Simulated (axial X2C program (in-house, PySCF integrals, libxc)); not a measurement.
## What spin–orbit coupling does to TaCl⁻

Calculated with an axial X2C code built on PySCF integrals. Spin-free means the one-electron spin-free X2C Hamiltonian; two-component (2c) means X2C with spin–orbit coupling and atomic mean-field two-electron Coulomb and Gaunt terms, so the difference of the two also holds small scalar two-electron terms. Basis: Ta dyall-acv3z [14s15p10d7f4g], Cl dyall-av3z [9s8p3d2f] (cores contracted in-house); Gaussian nuclei, density fitting, unrestricted open shells. Masses: Ta 180.948 u, Cl 34.969 u.

Spin-free state: M_S = 3/2, Λ = 1 (beyond evenly filled blocks: π+α, δ+α, δ-α); fragments Ta + Cl-.

```json
{"level": "PBE0", "Re (Å)": "2.365", "ωe (cm⁻¹)": "298.0", "De (eV)": "2.102", "μ (D)": "0.85"}
{"level": "BP86", "Re (Å)": "2.356", "ωe (cm⁻¹)": "295.7", "De (eV)": "2.167", "μ (D)": "0.76"}
```

Dipoles are positive if Cl is the positive end and refer to the centre of mass.

Two-component determinant lowest at the distance of the search:

Ω = 1/2 (⟨Sz⟩ = -1.44, ⟨Lz⟩ = 1.94 at PBE0); fragments Ta + Cl-.

```csv
level,Re (Å),ωe (cm⁻¹),μ (D)
PBE0,2.401,277.6,-0.51
BP86,2.391,276.7,-0.16
```

From the two tables, how do the constants change at the PBE0 level (2c against spin-free)?

At the PBE0 level Re increases by 0.036 Å and ωe decreases by 20.4 cm⁻¹. The two determinants differ in configuration, so these shifts compare two states and are not the spin–orbit effect on one state.

One determinant describes the state; a PBE0 search over occupations chose it and may have missed a lower one. Dissociation energies refer to the lowest single-determinant-based atoms at the same level and basis. De is not given where an atomic determinant may have missed its ground term or J level, or where the truncated virtual space spoils (T). Density functionals use the spin component along the axis (collinear). Other states lie close and PBE0, whose exact exchange favours high spin, may order them wrongly; the determinant shown need not be the ground state. The nearest other spin-free determinant of the search, M_S = 3/2, Λ = 2, lies 0.04 eV up at the distance of the search. Without a current term, density functionals place determinants with orbital angular momentum somewhat too high. With several unpaired electrons one determinant need not be a pure state. The highest occupied level of some functionals is positive through self-interaction error; at Hartree–Fock it is bound. The determinant is spin-polarised beyond a pure state at some levels (its spin-free form has ⟨S²⟩ too high), which makes Re and μ there less reliable.
